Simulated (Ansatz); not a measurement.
C$_{3}$H$_{9}$AlSi (`C/[C]([AlH2])=C\[SiH3]`) at its PBE0-D4/def2-TZVP geometry, where that method's forces vanish. The species carries charge 0 and has multiplicity 1.

```xyz
14

C    -0.0426   -1.4494    0.5911
C     0.2082    0.0284    0.6129
Al    0.8770    0.9844    2.1797
C    -0.0172    0.8082   -0.4614
Si   -0.6609    0.2406   -2.1284
H    -0.7666   -1.7354    1.3607
H    -0.4202   -1.8102   -0.3712
H     0.8729   -2.0049    0.8181
H     1.1917    0.2388    3.5487
H     1.0913    2.5491    2.0211
H     0.1902    1.8765   -0.3712
H    -1.9990   -0.4016   -2.0099
H     0.2575   -0.7437   -2.7646
H    -0.7821    1.4193   -3.0258
```

What forces (eV/Å) does PBE-D4/def2-TZVPP give on these atoms in Ansatz 0.2.0? (An estimate is asked.)

The calculation gave: 
```
C1   0.013  0.049  0.010
C2   0.071 -0.207  0.327
Al3  0.020  0.005  0.053
C4  -0.071  0.182 -0.319
Si5 -0.002  0.021 -0.012
H6  -0.137 -0.074  0.160
H7  -0.079 -0.078 -0.200
H8   0.175 -0.125  0.056
H9   0.025 -0.054  0.105
H10  0.014  0.115 -0.017
H11  0.036  0.228 -0.001
H12 -0.137 -0.070  0.004
H13  0.088 -0.105 -0.070
H14 -0.015  0.113 -0.097
```
